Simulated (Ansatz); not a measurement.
Gas-phase electronic energies from Ansatz, PBE0-D4/def2-TZVP geometries. CCSD(T)/CBS adds triple-zeta CCSD(T) − MP2 to the extrapolated MP2 energy (def2 sets, frozen cores). This one scheme is used for every species. DFT in def2-TZVPP. B3LYP here is the variant with VWN-RPA as its local correlation; programs differ in this. HSE06 is defined as in plane-wave codes. One conformer a species, not always the lowest.

`[NH2][AlH][SiH2]S` + H₂ → `[NH2][AlH][SiH3]` + H₂S  (hydrogenolysis of the Si–S bond)

`[NH2][AlH][SiH2]S`:

```xyz
10

N     0.591    0.073   -2.248
Al    0.880    0.099   -0.506
Si   -1.005    0.351    1.035
S    -0.852   -1.236    2.495
H    -0.311    0.179   -2.685
H     1.301   -0.070   -2.948
H     2.366   -0.110    0.009
H    -1.099    1.676    1.715
H    -2.332    0.103    0.405
H     0.460   -1.065    2.728
```

H₂:

```xyz
2

H    -0.057    0.364    0.056
H     0.057   -0.364   -0.056
```

`[NH2][AlH][SiH3]`:

Z-matrix (Å, degrees):
```
Si
Al 1 2.451
H 1 1.492 2 111.6
H 1 1.492 2 112.2 3 -120.3
H 1 1.492 2 111.6 3 119.3
N 2 1.768 1 117.7 3 120.1
H 2 1.587 1 125.1 3 -59.9
H 6 1.008 2 125.0 1 -180.0
H 6 1.007 2 124.8 1 0.0
```

H₂S:

Z-matrix (Å, degrees):
```
S
H 1 1.341
H 1 1.341 2 92.3
```

```tsv
level	ΔE (kJ/mol)	difference from CCSD(T)/CBS
LDA (SPW92)	32.4	-1.8
PBE-D4	38.3	4.1
BLYP-D4	35.2	1.0
r2SCAN-D4	37.7	3.5
PBE0-D4	35.3	1.1
B3LYP-D4	32.4	-1.8
r2SCANh-D4	36.7	2.5
r2SCAN0-D4	35.4	1.2
HSE06-D4	35.5	1.3
BHLYP-D4	29.7	-4.5
CAM-B3LYP-D4	25.8	-8.4
ωB97X-V	29.7	-4.5
ωB97M-V	31.9	-2.3
B2PLYP	28.2	-6.0
PBE-QIDH	33.6	-0.6
PBE	32.5	-1.7
revPBE	31.0	-3.2
BLYP	23.5	-10.7
r2SCAN	36.2	2.0
PBE0	30.2	-4.0
r2SCANh	35.1	0.9
r2SCAN0	33.6	-0.6
HSE06	30.6	-3.6
BHLYP	20.4	-13.8
LC-ωPBE	26.6	-7.6
RPA@PBE/def2-TZVPP	23.7	-10.5
MP2/def2-SVP	22.7	-11.5
CCSD/def2-SVP	10.7	-23.5
CCSD(T)/def2-SVP	13.9	-20.3
HF/def2-TZVPP	11.9	-22.3
MP2/def2-TZVPP	38.6	4.4
SCS-MP2/def2-TZVPP	31.2	-3.0
CCSD/def2-TZVPP	23.4	-10.8
CCSD(T)/def2-TZVPP	28.3	-5.9
HF/def2-QZVPP	11.7	-22.5
MP2/def2-QZVPP	41.9	7.7
SCS-MP2/def2-QZVPP	34.5	0.3
HF/CBS(def2)	11.7	-22.5
MP2/CBS(def2)	44.4	10.2
CCSD/CBS(def2)	29.3	-4.9
CCSD(T)/CBS	34.2	0
```

Largest T1 diagnostic among the species: 0.013.

Leaving LDA and LC-ωPBE aside and taking each functional with its dispersion term where it has one, the values, not all of them listed here, spread over 16.3 kJ/mol, from CAM-B3LYP-D4 to revPBE-D4. At CCSD(T), def2-SVP lies −20.3 kJ/mol from the extrapolated value and def2-TZVPP −5.9 kJ/mol. The D4 term adds +9.5 kJ/mol with B3LYP and +5.1 kJ/mol with PBE0; it sums over pairs of atoms, weighted by their polarisabilities, and B3LYP, whose exchange is more repulsive, gets the larger term.
